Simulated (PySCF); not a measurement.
## Static response to an electric field

C₅H₃F₃.
Geometry (GFN2-xTB, Å), atoms numbered from 1 in this order:
```xyz
11
C5H3F3 angstrom
C      3.0572   -0.1445   -0.1141
C      1.8734   -0.2008    0.0793
C      0.4903   -0.2800    0.3416
F      0.1421   -0.8839    1.4939
C     -0.4807    0.1751   -0.4616
F     -0.1402    0.7560   -1.6269
C     -1.9499    0.1073   -0.1867
F     -2.3894    1.2623    0.4198
H      4.0879   -0.0857   -0.3027
H     -2.1798   -0.7159    0.4966
H     -2.5055    0.0127   -1.1253
```

Level: PBE0/def2-SVPD (PySCF), static field, nuclei fixed, core orbitals frozen in the response. The polarisability tensor in these axes (au):

```
x   99.83 -5.81  3.13
y   -5.81 45.06 -4.58
z    3.13 -4.58 50.74
```

**Question.** What are the eigenvalues, a third of the trace, and Δα (Δα² = ½Σ(αi − αj)² over the three pairs)?

**Answer.** Principal values 42.28, 52.65 and 100.70 au; mean 65.21 au = 9.66 Å³ = 10.75 × 10⁻⁴⁰ C²·m²/J; Δα = 53.98 au (83 % of the mean).

**Question.** What is the dipole moment, and where does it point?

**Answer.** (0.91, -1.39, -0.86) D, 1.87 D in size, pointing from the negative to the positive side. Measured along this direction, the outermost atoms are F8 at the negative end and H9 at the positive end.

**Question.** What are the principal values of the traceless quadrupole moment, Θ = ½Σq(3rr − r²1), about the centre of nuclear charge?

**Answer.** -7.90, -6.16, 14.07 D·Å. The values depend on the origin, since the dipole doesn't vanish. The electronic extent ⟨r²⟩ about the same centre is 1018 bohr², a root-mean-square distance of 2.18 Å for the 60 electrons.

**Question.** What molar refraction does this α imply?

**Answer.** Lorentz–Lorenz: R = (4π/3)N_A α = 2.5225 cm³/(mol·Å³) × 9.66 Å³ = 24.4 cm³/mol, in the limit of long wavelengths.

**Question.** Form Σ f/ω² (atomic units) for the 6 lowest TDDFT singlets, given as eV and f, and set it beside the mean polarisability, which is this sum over all singlets: 5.44, 0.0003; 5.47, 0.3802; 5.67, 0.0001; 6.89, 0.1494; 7.10, 0.0005; 7.24, 0.0005.

**Answer.** They add up to 11.76 au, 18.0 % of the 65.21 au; the largest single term is 9.41 au, from the state at 5.47 eV. Terms in order: 0.01, 9.41, 0.00, 2.33, 0.01, 0.01 au. Higher excitations give the rest. The strengths listed sum to 0.531.

The structure is a single GFN2-xTB conformer in the gas phase; no vibrational or solvent corrections.

The run behind these numbers computed excited states as well. Time: 20 s of wall time; peak memory 0.77 GiB. Hardware: an Arm Neoverse V2 with one thread, no GPU, shared host with 32 logical CPUs at a one-minute load of 17.
